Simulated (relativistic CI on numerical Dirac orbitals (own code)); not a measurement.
# Radial parameters of Sr26+

These numbers are calculated, not measured: Dirac-Coulomb-Breit CI, KLI orbitals optimised for each configuration, model QED (radiative potential, 1s self-energy scaled to tabulated hydrogen-like ionisation energies), unscaled Slater integrals (own radial code, finite nucleus).

Slater integrals F^k, G^k are unscaled and averaged over j, outside the closed core [Ne]; ζ comes from projecting the Hamiltonian with its Breit term on Σ l·s of the shell.

- 3s3p: G^1(3s,3p) = 309720, ζ(3p) = 87421 cm⁻¹; <r>(3s) = 0.4172, <r^2>(3s) = 0.1978, <r>(3p) = 0.4048, <r^2>(3p) = 0.1888 (bohr units).
- 3p²: F^2(3p,3p) = 244960, ζ(3p) = 87364 cm⁻¹; <r>(3p) = 0.4054, <r^2>(3p) = 0.1893 (bohr units).
- 3s3d: G^2(3s,3d) = 194770, ζ(3d) = 10086 cm⁻¹; <r>(3s) = 0.4176, <r^2>(3s) = 0.1982, <r>(3d) = 0.3601, <r^2>(3d) = 0.1496 (bohr units).

Averages of the first 10 configurations, taken without configuration mixing, which lowers the lowest level and can move excited configurations by several eV; other configurations of the list can lie among them:

```tsv
Configuration	Parity	States	Average energy above the lowest level (eV)
3s²	even	1	3.3
3s3p	odd	12	69.8
3p²	even	15	146.9
3s3d	even	20	164.9
3d²	even	45	332.1
3p3d	odd	60	237.5
3p4s	odd	12	693.8
3d4s	even	20	783.3
3s4s	even	4	620.5
3s4p	odd	12	651.2
```
